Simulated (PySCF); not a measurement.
# Structure revision by computed shifts

A compound C5H8OSi gives the data below (simulated from a calculation) and was assigned the structure `[SiH3]Cc1ccoc1`.

¹³C{¹H} NMR (computed): δ 150.4 (CH), 143.9 (C), 118.6 (CH2), 114.2 (CH), 19.1 (CH2).

¹H NMR (600 MHz, computed): δ 6.47 (d, 1H), 5.54 (d, 1H), 5.16 (m, 1H), 5.15 (m, 2H), 5.03 (m, 1H), 1.93 (m, 2H).

- GIAO PBE0/pcSseg-1 shieldings
- coordinates at the GFN2-xTB level
- program: PySCF
- relativity neglected, one conformer, in vacuum, equivalent nuclei averaged

Scale: TMS for ¹H (σ = 31.72 ppm) and ¹³C (σ = 186.93 ppm) (reference shieldings calculated alike).

Question: Compare with the shifts computed for the proposed structure, pairing carbons in order of shift.

Answer: Atoms are numbered as in `[SiH3:1][CH2:2][c:3]1[cH:4][cH:5][o:6][cH:7]1`. Hydrogens are named by the atom that carries them.

```json
{"atom": "C5", "computed for proposal": "148.2", "given list": "150.4", "difference": "-2.2"}
{"atom": "C7", "computed for proposal": "142.9", "given list": "143.9", "difference": "-1.0"}
{"atom": "C3", "computed for proposal": "129.9", "given list": "118.6", "difference": "+11.3"}
{"atom": "C4", "computed for proposal": "118.1", "given list": "114.2", "difference": "+3.9"}
{"atom": "C2", "computed for proposal": "8.7", "given list": "19.1", "difference": "-10.4"}
```

The rms difference is 7.2 ppm and the largest +11.3 ppm at C3 (substituted aromatic carbon). The carbon types in order of shift don't match either: CH, CH, C, CH, CH2 for the proposal against CH, C, CH2, CH, CH2 in the data. The proposal doesn't fit.

Question: Which isomer fits?

Answer: `InChI=1S/C5H8OSi/c1-5-2-3-6-7-4-5/h2-3H,1,4,7H2`.

Carbon types of the structure: 1 × C, 2 × CH, 2 × CH2, leaving 2 H on heteroatoms. δC 150.4: alkene carbon bearing oxygen; an sp2 carbon further deshielded by the attached heteroatom. δC 143.9: fully substituted alkene carbon; an sp2 carbon of a C=C bond. δC 118.6: terminal =CH2 carbon; an sp2 carbon of a C=C bond. δC 114.2: β carbon of an enol-ether or enamine type C=C; the O or N lone pair pushes π density onto this β carbon and shields it.

This is the structure that produced the data.

Shifts are as computed. Against solution values, carbons near 30 ppm lie about +3 ppm off and those near 130 ppm about +5 ppm. Of 1211 compounds with measured shifts, 218 miss one by over three times the rms of a fit or turn the order of signals round; such compounds aren't used in these exercises. Multiplicities follow the n + 1 count of equivalent neighbours, as no J values were calculated; m marks all less simple cases, F and P coupling included.
